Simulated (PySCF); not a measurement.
PySCF job for CH₃F₂GaO, SMILES C[O][Ga]([F])[F], IEF-PCM-M06-2X/def2-SVP. Geometry: r2SCAN-D4/def2-SVP. The structure was generated by enumeration; whether it is a known compound was not checked. The values are those of a single conformer.

```python
import numpy as np
from pyscf import gto, scf, dft
from pyscf.solvent import pcm

mol = gto.M(
    atom='''
    Ga    0.18282012    0.23165836    0.22191994
    F     1.55625298    1.23357879    0.55261758
    F    -1.07693508    0.14211163    1.42140185
    O     0.05729933   -0.67275907   -1.27762397
    C    -1.06036262   -1.49880983   -1.57085394
    H    -1.55155214   -1.13842007   -2.49050836
    H    -0.71486622   -2.53130275   -1.74781446
    H    -1.81108532   -1.51796830   -0.76125447
    ''',
    basis='def2-SVP',
    charge=0,
    spin=0,
    max_memory=1600,
    verbose=3,
)
mf = dft.RKS(mol, xc='m06-2x').density_fit(auxbasis='def2-universal-jkfit')
mf.grids.level = 4
mf.conv_tol = 1e-9
mf.max_cycle = 100
mf.kernel()
res = {}
for name, eps in {'water': 78.355, 'diethylether': 4.24, 'acetonitrile': 35.688}.items():
    s = mf.PCM()
    s.with_solvent.method, s.with_solvent.eps, s.with_solvent.lebedev_order = 'IEF-PCM', eps, 29
    s.kernel(mf.make_rdm1())
    res[name] = (s.e_tot, eps, s.dip_moment(), s.mo_energy, s.converged)
    print(f'{name}: electrostatic solvation free energy {(s.e_tot - mf.e_tot) * 627.509474:.3f} kcal/mol')
```

It prints:

```
converged SCF energy = -2239.15923925005

WARN: PCM is an experimental feature. It is still in testing.
Features and APIs may be changed in the future.

converged SCF energy = -2239.17288189465
Dipole moment(X, Y, Z, Debye): -1.49755, -1.56201, -1.22356
water: electrostatic solvation free energy -8.561 kcal/mol

WARN: PCM is an experimental feature. It is still in testing.
Features and APIs may be changed in the future.

converged SCF energy = -2239.16855007334
Dipole moment(X, Y, Z, Debye): -1.43010, -1.52361, -1.22636
diethylether: electrostatic solvation free energy -5.843 kcal/mol

WARN: PCM is an experimental feature. It is still in testing.
Features and APIs may be changed in the future.

converged SCF energy = -2239.17254784879
Dipole moment(X, Y, Z, Debye): -1.49224, -1.55931, -1.22440
acetonitrile: electrostatic solvation free energy -8.351 kcal/mol
```

The calculation finished and met its thresholds.

Cost: around 2.7 core-minutes (rough).
